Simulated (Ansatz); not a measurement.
Reaction (formal exchange of groups at a C–Si bond): `N[SiH2]C[Si](N)(F)F` + `BCl` → `N[SiH2]CBCl` + `N[SiH](F)F`

Isolated molecules relaxed with PBE0-D4/def2-TZVP in Ansatz; ΔE leaves out vibrations. CCSD(T)/CBS is the MP2 limit (def2-TZVPP, def2-QZVPP) plus CCSD(T) − MP2 in def2-TZVPP, frozen cores. This one scheme is used for every species. DFT in def2-TZVPP. B3LYP here is the variant with VWN-RPA as its local correlation; programs differ in this. One conformer a species, not always the lowest.

```csv
level,ΔE (eV)
r2SCAN-D4,-0.02
B3LYP-D4,0.01
B2PLYP,-0.05
PBE,-0.09
PBE0,-0.06
HF/def2-TZVPP,-0.05
HF/def2-QZVPP,-0.07
MP2/CBS(def2),-0.04
```

Problem. What does CCSD(T)/CBS give? (An estimate is asked.)

Solution. The calculation gave: -0.01 eV. The listed levels differ from it by -0.01, 0.02, -0.04, -0.08, -0.05, -0.04, -0.06, -0.03 eV.

Largest T1 diagnostic among the species: 0.012.

The D4 term adds +0.10 eV with B3LYP and +0.05 eV with PBE0; it sums over pairs of atoms, weighted by their polarisabilities, and B3LYP, whose exchange is more repulsive, gets the larger term.
